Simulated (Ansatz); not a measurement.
The input (input.yaml):

```yaml
crystal:
  periodic: [false, false, false]
  atoms:
    - { symbol: Sn, position_ang: [-1.579296, 0.18869, -0.464852] }
    - { symbol: "N", position_ang: [1.570096, -0.55775, 0.566289] }
    - { symbol: H, position_ang: [-0.894102, -0.955004, -1.502606] }
    - { symbol: H, position_ang: [-1.6971, -0.285361, 1.157939] }
    - { symbol: H, position_ang: [-3.08039, 0.747421, -1.058962] }
    - { symbol: H, position_ang: [1.758646, 0.426144, 0.425473] }
    - { symbol: Br, position_ang: [-0.102941, 2.296262, -0.553765] }
    - { symbol: H, position_ang: [1.864271, -0.792857, 1.498047] }
    - { symbol: H, position_ang: [2.160916, -1.067645, -0.067462] }
basis:
  gaussian: { orbitals: def2-SVP }
hamiltonian:
  xc: hf
relax:
  f_tol: 0.03
  max_steps: 50
output:
  orbitals: {}
```

Command:

```bash
$ ansatz run input.yaml --threads 2 --pin off --max-ram 3072MiB --backend cpu --events-out ev --progress --plain --runs-dir out
```

Hardware: 2 threads of Arm Neoverse V1, with other jobs on the host.

Q: Roughly how long does this run take, and how much memory?

A: 13 s, with a peak of 0.23 GiB, for 6 ionic steps.
